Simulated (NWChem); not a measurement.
System: SiHCl, singlet; SMILES [SiH]Cl

Here is an NWChem input.

```
start job
memory heap 200 mb stack 900 mb global 1100 mb
geometry units angstroms noautosym nocenter noautoz
  Si    -0.109798    -1.102813     0.000000
  H      1.413583    -1.315825     0.000000
  Cl    -0.011831     0.985160     0.000000
end
basis spherical
  * library def2-svp
end
dft
  xc pbe0
  iterations 150
end
cosmo
  do_cosmo_smd true
  solvent water
end
task dft energy
```

Parts of the log:

```
             Northwest Computational Chemistry Package (NWChem) 7.3.0
             --------------------------------------------------------

                             Geometry "geometry" -> ""
                             -------------------------

 Output coordinates in angstroms (scale by  1.889725989 to convert to a.u.)

  No.       Tag          Charge          X              Y              Z
 ---- ---------------- ---------- -------------- -------------- --------------
    1 Si                  14.0000    -0.10979800    -1.10281300     0.00000000
    2 H                    1.0000     1.41358300    -1.31582500     0.00000000
    3 Cl                  17.0000    -0.01183100     0.98516000     0.00000000

 Effective nuclear repulsion energy (a.u.)      68.3925021020

                                 NWChem DFT Module
                                 -----------------

 Summary of "ao basis" -> "ao basis" (spherical)
 ------------------------------------------------------------------------------
       Tag                 Description            Shells   Functions and Types
 ---------------- ------------------------------  ------  ---------------------
 Si                         def2-svp                 8       18   4s3p1d
 H                          def2-svp                 3        5   2s1p
 Cl                         def2-svp                 8       18   4s3p1d

 in cosmo_initialize ...
 calling solv_data for solv:h2o

 solvent parameters
 solvname_short: h2o
 solvname_long:  water
 dielec:       78.4000
 dielecinf:     1.7769
 aqueous SMD model solvent descriptors
 dielec:       78.4000
 sola:          0.8200

          ---------------
          -cosmo- solvent
          ---------------
 Cosmo: York-Karplus, doi: 10.1021/jp992097l
 dielectric constant -eps-     =  78.40
 screen = (eps-1)/(eps    )    =   0.98724
 surface charge correction     = lagrangian

   van der Waals surface
 --------------------------

[...]

                                COSMO-SMD solvation results
                                ---------------------------

             internal energy in gas <Psi(g)|H|Psi(g)> =      -749.764786669439
         internal energy in solvent <Psi(s)|H|Psi(s)> =      -749.764517155981
                               delta internal energy  =         0.000269513458 (    0.17 kcal/mol)
   total free energy in solvent <Psi(s)|H+V/2|Psi(s)> =      -749.767456723133
 polarization energy contribution <Psi(s)|V/2|Psi(s)> =        -0.002939567152 (   -1.84 kcal/mol)
    total free energy in solvent including G(SMD-CDS) =      -749.765951186548
                       G(SMD-CDS) energy contribution =         0.001505536584 (    0.94 kcal/mol)
     1 M fixed-concentration free energy of solvation =        -0.001164517109 (   -0.73 kcal/mol)

                       DFT Final Molecular Orbital Analysis
                       ------------------------------------

 Vector   14  Occ=2.000000D+00  E=-3.589275D-01
              MO Center= -1.9D-02,  8.1D-01,  5.2D-08, r^2= 1.4D+00
   Bfn.  Coefficient  Atom+Function         Bfn.  Coefficient  Atom+Function
  ----- ------------  ---------------      ----- ------------  ---------------
    36      0.612921  3 Cl pz                33      0.448851  3 Cl pz
    30      0.263020  3 Cl pz                13      0.131413  1 Si pz
    10      0.108627  1 Si pz                 7     -0.061168  1 Si pz
    15      0.054972  1 Si d -1              38     -0.029585  3 Cl d -1

 Vector   15  Occ=2.000000D+00  E=-3.497941D-01
              MO Center= -7.2D-02,  4.8D-01, -4.0D-08, r^2= 2.2D+00
   Bfn.  Coefficient  Atom+Function         Bfn.  Coefficient  Atom+Function
  ----- ------------  ---------------      ----- ------------  ---------------
    34      0.513707  3 Cl px                31      0.376400  3 Cl px
    35     -0.271194  3 Cl py                 3     -0.229694  1 Si s
    28      0.219824  3 Cl px                32     -0.207772  3 Cl py
     2     -0.134977  1 Si s                  4     -0.132956  1 Si s
     9      0.131955  1 Si py                29     -0.120025  3 Cl py

 Vector   16  Occ=2.000000D+00  E=-2.532419D-01
              MO Center= -1.2D-01, -9.5D-01,  1.8D-08, r^2= 2.9D+00
   Bfn.  Coefficient  Atom+Function         Bfn.  Coefficient  Atom+Function
  ----- ------------  ---------------      ----- ------------  ---------------
     3      0.386429  1 Si s                  4      0.355339  1 Si s
    34      0.309329  3 Cl px                 8     -0.281069  1 Si px
    11     -0.266612  1 Si px                19     -0.267617  2 H  s
    20     -0.244426  2 H  s                  2      0.223114  1 Si s
    31      0.202770  3 Cl px                 5      0.147391  1 Si px

 Vector   17  Occ=0.000000D+00  E=-1.012581D-01
              MO Center= -8.5D-02, -9.7D-01, -6.1D-09, r^2= 2.7D+00
   Bfn.  Coefficient  Atom+Function         Bfn.  Coefficient  Atom+Function
  ----- ------------  ---------------      ----- ------------  ---------------
    13      0.693645  1 Si pz                10      0.423474  1 Si pz
    36     -0.294564  3 Cl pz                 7     -0.220623  1 Si pz
    33     -0.164563  3 Cl pz                30     -0.095100  3 Cl pz
    38     -0.041984  3 Cl d -1

[...]
```

Level: PBE0/def2-SVP, SMD on the gas-phase geometry. Low-valent species are run as closed-shell singlets; no triplet was tried in these runs. All runs use the structure optimised with PBE0/def2-SVP. Solvent: water.
